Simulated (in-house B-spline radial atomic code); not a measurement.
Inner levels of tin as electrons are removed. A shift is the extra binding of the orbital against the neutral atom ([Kr] 4d10 5s2 5p2). The density at the nucleus is averaged over the nuclear charge. Computed with an all-electron radial atomic-structure program (B-spline basis): Dirac-Hartree-Fock, average of the configuration, finite nuclei.

```json
{"ion": "Sn44+", "configuration": "[He] 2s2 2p2", "shift of 1s1/2 (eV)": "3784.84", "radius of 1s1/2 (bohr)": "0.028924", "Σ<r²> (bohr²)": "0.061468", "change of density at nucleus (bohr⁻³)": "-2158.4"}
{"ion": "Sn45+", "configuration": "[He] 2s2 2p1", "shift of 1s1/2 (eV)": "4094.3", "radius of 1s1/2 (bohr)": "0.028898", "Σ<r²> (bohr²)": "0.047942", "change of density at nucleus (bohr⁻³)": "-1791.41"}
{"ion": "Sn46+", "configuration": "[He] 2s2", "shift of 1s1/2 (eV)": "?", "radius of 1s1/2 (bohr)": "?", "Σ<r²> (bohr²)": "?", "change of density at nucleus (bohr⁻³)": "?"}
{"ion": "Sn47+", "configuration": "[He] 2s1", "shift of 1s1/2 (eV)": "4685.6", "radius of 1s1/2 (bohr)": "0.028868", "Σ<r²> (bohr²)": "0.018376", "change of density at nucleus (bohr⁻³)": "-11751.2"}
{"ion": "Sn48+", "configuration": "1s2", "shift of 1s1/2 (eV)": "?", "radius of 1s1/2 (bohr)": "?", "Σ<r²> (bohr²)": "?", "change of density at nucleus (bohr⁻³)": "?"}
{"ion": "Sn49+", "configuration": "1s1", "shift of 1s1/2 (eV)": "5856.65", "radius of 1s1/2 (bohr)": "0.028623", "Σ<r²> (bohr²)": "0.0011055", "change of density at nucleus (bohr⁻³)": "-101687"}
```

**Question.** Fill in the row of Sn46+.

**Answer.** shift of 1s1/2 (eV): 4408.21; radius of 1s1/2 (bohr): 0.028872; Σ<r²> (bohr²): 0.034898; change of density at nucleus (bohr⁻³): -1419.49.

**Question.** Fill in the row of Sn48+.

**Answer.** shift of 1s1/2 (eV): 4965.89; radius of 1s1/2 (bohr): 0.028854; Σ<r²> (bohr²): 0.0022488; change of density at nucleus (bohr⁻³): -22362.8.
